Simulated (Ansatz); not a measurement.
Stepwise reaction of `NC[SiH](N)N` with water, as a gas-phase model of exchange steps in deposition or etching. ΔE in kJ/mol.

Computed with Ansatz on PBE0-D4/def2-TZVP structures; ΔE is electronic, products minus reactants. CCSD(T)/CBS is the MP2 limit (def2-TZVPP, def2-QZVPP) plus CCSD(T) − MP2 in def2-TZVPP, frozen cores. This one scheme is used for every species. Functionals use def2-TZVPP. B3LYP here is the variant with VWN-RPA as its local correlation; programs differ in this. One conformer a species, not always the lowest.

| step | reaction | PBE-D4 | B3LYP-D4 | ωB97M-V | CCSD(T)/CBS |
| --- | --- | --- | --- | --- | --- |
| 2 | `NC[SiH](N)O` + H₂O → `NC[SiH](O)O` + NH₃ | -43.6 | -44.9 | -45.0 | -42.7 |

Task: Give the row of step 1, `NC[SiH](N)N` + H₂O → `NC[SiH](N)O` + NH₃. (Estimate.)

Result: Ansatz gave: 
| step | reaction | PBE-D4 | B3LYP-D4 | ωB97M-V | CCSD(T)/CBS |
| --- | --- | --- | --- | --- | --- |
| 1 | `NC[SiH](N)N` + H₂O → `NC[SiH](N)O` + NH₃ | -51.9 | -56.8 | -57.9 | -54.4 |

Task: By hand: ΔE of the 2 steps together at CCSD(T)/CBS.

Result: (-54.4) + (-42.7) = -97.1 kJ/mol, or -48.5 kJ/mol a step.

In ΔE each step is higher than the one before. All are downhill at CCSD(T)/CBS. PBE-D4 differs from CCSD(T)/CBS by -0.9 to 2.5 kJ/mol a step. Isolated molecules leave out the surface, adducts and barriers. Largest T1 diagnostic: 0.011.
